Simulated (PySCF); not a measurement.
**Orbital energies and ionisation energy**

Compound: C₇H₉NO.
Structure used (PBE0-D3(BJ)/def2-SVP), in Å, numbered top down from 1:
```xyz
18
C7H9NO angstrom
N     -1.8003    1.8867    1.4254
C     -1.4003    1.4649    0.4242
C     -0.8770    0.9075   -0.8257
C     -1.2220   -0.5857   -0.9305
C     -0.6314   -1.3700    0.2343
C      0.8339   -1.0841    0.4228
O      1.6375   -1.1300   -0.7381
C      1.4457    0.1342   -0.1285
C      0.6415    1.1345   -0.9274
H     -1.3734    1.4559   -1.6429
H     -0.8095   -0.9589   -1.8805
H     -2.3127   -0.7214   -0.9684
H     -1.1573   -1.1181    1.1705
H     -0.7717   -2.4514    0.0746
H      1.2941   -1.5330    1.3141
H      2.3416    0.5300    0.3676
H      0.8916    2.1580   -0.6125
H      0.9396    1.0420   -1.9838
```

Level: wB97X-D/def2-SVPD (PySCF). Frontier orbitals with their largest atomic shares (Löwdin; up to four atoms above 4 %):

| orbital | ε (eV) | main atoms |
| --- | --- | --- |
| HOMO−3 | -11.46 | N1 39 %, C2 29 %, C3 6 %, O7 6 % |
| HOMO−2 | -11.21 | N1 29 %, C2 21 %, C3 11 %, H10 6 % |
| HOMO−1 | -10.50 | C8 20 %, C6 20 %, O7 19 %, C5 8 % |
| HOMO | -10.06 | ? |
| LUMO | 2.00 | H10 16 %, C3 11 %, C2 11 %, C9 10 % |
| LUMO+1 | 2.37 | C2 19 %, N1 16 %, H13 6 %, C3 6 % |
| LUMO+2 | 2.53 | N1 26 %, C2 19 %, C4 8 %, C9 7 % |

Q: What vertical ionisation energy does ΔSCF give, and how far is −ε(HOMO) from it?

A: ΔSCF: 10.33 eV (997 kJ/mol; threshold wavelength 120 nm); ⟨S²⟩ of the doublet left behind is 0.755, against 0.75 for a pure doublet. −ε(HOMO) is 10.06 eV, 0.27 eV below it. For the exact functional −ε(HOMO) would equal the first vertical ionisation energy; wB97X-D (range-separated hybrid) comes within 0.27 eV of that here.

Q: On which atoms does the HOMO lie?

A: O7 (epoxide oxygen) 63 %, C6 (sp3 carbon bound to oxygen) 8 %, C8 (sp3 carbon bound to oxygen) 8 %, C9 (ring CH2 carbon) 4 %, so more than half of it is on one atom. The HOMO−1 lies 0.44 eV lower.

Q: What total energies stand behind the ΔSCF value?

A: E(N) = -401.68345 Eh and E(N − 1) = -401.30370 Eh at the same geometry, 0.37975 Eh apart.

Q: With α = 81.2 au, estimate the like-pair dispersion coefficient by London's formula C6 = (3/4)α²I.

A: I = 0.3798 Eh, so C6 ≈ 1880 au, a rough estimate.

Isolated species at its PBE0-D3(BJ)/def2-SVP geometry (one conformer only).

The pairwise dispersion term of wB97X-D wasn't added to the energies; at a given geometry it leaves orbitals and properties as they are.
